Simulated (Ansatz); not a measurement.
**The HOMO–LUMO gap down a group: C to Sn**

Gas-phase molecules, one atom swapped for its congeners: C4H9Br (2-bromo-2-methylpropane) `CC(C)(C)Br`; Ge(CH3)3Br (bromotrimethylgermane); Sn(CH3)3Br (trimethyltin bromide). The Si member is missing. All are singlets with charge 0.

Shapes, held fixed at every level: PBE0-D4/def2-TZVP. Programs: Ansatz 0.2.0. Values in eV.

```
                level  C4H9Br  Ge(CH3)3Br  Sn(CH3)3Br
     SPW92/def2-TZVPP    5.34        5.87        5.29
    PBE-D4/def2-TZVPP    5.41        6.00        5.42
  B3LYP-D4/def2-TZVPP    7.21        7.68        7.01
  BHLYP-D4/def2-TZVPP    9.96       10.18        9.54
   PBE0-D4/def2-TZVPP    7.73        8.21        7.57
r2SCAN0-D4/def2-TZVPP    8.07        8.60        7.95
   wB97X-V/def2-TZVPP   12.34       12.66       11.94
```

At wB97X-V/def2-TZVPP the HOMO–LUMO gap isn't monotonic: it is largest for Ge and smallest for Sn (12.66 and 11.94 eV). 6 of 7 levels show this order throughout; 6 agree on the largest and the smallest. For atoms past krypton def2 sets carry core potentials with scalar relativity. Relativity is left out for Br, Ge. Orbital gaps aren't excitation energies, and the LUMO depends on the basis.
